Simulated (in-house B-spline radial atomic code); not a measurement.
The numbers below are computed, except where a source is named.
**Making a Troullier-Martins d channel for As, r_c = 1.24 bohr**

As, [Ar] 3d10 4s2 4p3, non-relativistic LDA (VWN5), spherical and spin-unpolarised, from an all-electron radial atomic-structure program (B-spline basis) (atomic units). The all-electron 3d level is ε = -1.542766 hartree and its outer maximum at 0.47 bohr.

Inside r_c the pseudo-orbital is u(r) = r^3 exp(p(r)), with p = c0 + c2 r² + c4 r⁴ + … + c12 r¹². The seven coefficients follow from p and its first four derivatives at r_c, from zero curvature of the screened potential at the origin, c4 = −c2²/(2l + 5), and from the norm inside r_c. At r_c the all-electron orbital has P = 0.4844943, P' = -0.7821611, the screened potential V = -2.37128, V' = 4.253718, V'' = -11.08905, and the norm inside is Q = 0.9299234.

Problem. What are p, p' and p'' at r_c?

Solution. p = ln(P/r_c^3) = ln(0.4844943/1.90662) = -1.36998. p' = P'/P − 3/r_c = -1.61439 − 2.41935 = -4.03374. The radial equation gives p'' = 2(V − ε) − 2(3) p'/r_c − p'² = -1.65703 − (-19.51810) − 16.27107 = 1.59001. Differentiating, p''' = 2V' + 2(3)p'/r_c² − 2(3)p''/r_c − 2p'p'' = -2.0992, and p'''' = 2V'' − 4(3)p'/r_c³ + 4(3)p''/r_c² − 2(3)p'''/r_c − 2p''² − 2p'p''' = 3.7846.

For a trial c2 the five matching conditions are linear in c0, c6, c8, c10 and c12, and c2 is varied until the norm inside r_c equals Q. The root nearest zero gives:

```csv
n,c_n
0,3.562458
2,-4.644089
4,-2.396396
6,6.79529
8,-5.234303
10,1.824404
12,-0.2460104
```

Problem. Check c4 and p(r_c), and find the screened pseudopotential at the origin.

Solution. −c2²/9 = -2.3964, as listed. The terms c_n r_c^n are 3.56246, -7.14075, -5.66559, 24.70234, -29.25717, 15.67971, -3.25098, which sum to -1.36998. Inverting the radial equation, V_l(r) = ε + 3 p'/r + (p'' + p'²)/2, so V_l(0) = ε + (2l + 3) c2 = -1.542766 + 7 × (-4.64409) = -34.0514 hartree, finite where the all-electron potential diverges.

Orbitals and screened potentials:

```json
{"r (bohr)": "0.124", "P": "0.2914", "u": "0.06254", "V all-electron": "-171.5", "V pseudo": "-33.98"}
{"r (bohr)": "0.31", "P": "1.025", "u": "0.6611", "V all-electron": "-42.14", "V pseudo": "-31.68"}
{"r (bohr)": "0.496", "P": "1.203", "u": "1.29", "V all-electron": "-17.35", "V pseudo": "-23.0"}
{"r (bohr)": "0.682", "P": "1.064", "u": "1.236", "V all-electron": "-8.835", "V pseudo": "-10.92"}
{"r (bohr)": "0.868", "P": "0.8501", "u": "0.9012", "V all-electron": "-5.221", "V pseudo": "-3.59"}
{"r (bohr)": "1.054", "P": "0.6492", "u": "0.652", "V all-electron": "-3.403", "V pseudo": "-2.471"}
{"r (bohr)": "1.24", "P": "0.4845", "u": "0.4845", "V all-electron": "-2.371", "V pseudo": "-2.371"}
```

Logarithmic derivatives P'/P at R = 1.54 bohr, for energies E around ε:

```json
{"E − ε (hartree)": "-0.5", "all-electron": "1.26939", "pseudo": "1.30242"}
{"E − ε (hartree)": "-0.25", "all-electron": "0.616717", "pseudo": "0.639919"}
{"E − ε (hartree)": "-0.1", "all-electron": "-0.271102", "pseudo": "-0.261531"}
{"E − ε (hartree)": "0", "all-electron": "-1.68867", "pseudo": "-1.68867"}
{"E − ε (hartree)": "0.1", "all-electron": "-7.24333", "pseudo": "-7.08288"}
{"E − ε (hartree)": "0.25", "all-electron": "9.15296", "pseudo": "9.8926"}
{"E − ε (hartree)": "0.5", "all-electron": "3.57144", "pseudo": "3.77081"}
```
